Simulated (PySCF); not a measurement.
## Working out the excitation energy of Si⁺

Si⁺ [Ne] 3s2 3p1 (2P) → Si⁺ [Ne] 3s1 3p2 (4P). All numbers are calculated (PySCF 2.14, the spin-free X2C one-electron Hamiltonian (Gaussian nucleus), in x2c-TZVPPall with one added diffuse shell each of s, p, d type (6s6p4d1f, 51 functions)). Frozen: [Ne]. Energies in hartree (1 hartree = 27.21139 eV):

```csv
part,Si⁺ (lower),Si⁺ (upper)
UHF,-289.174077,-289.029390
CCSD correlation,-0.058316,-0.015084
(T),-0.001083,-0.000103
```

Problem. What does Hartree-Fock give?

Solution. (-289.029390) − (-289.174077) = 0.144687 hartree = 3.937 eV.

Problem. What do CCSD and CCSD(T) give?

Solution. The CCSD correlation energies differ by 0.043232 hartree = 1.176 eV and the triples by 0.000980 hartree = 0.027 eV, so CCSD gives 5.113 eV and CCSD(T) 5.140 eV.

Measured between the centres of the two terms (NIST): 5.308 eV, so CCSD(T) (valence) is off by -0.168 eV.

What remains against the reference includes basis incompleteness, the frozen core and higher excitations.
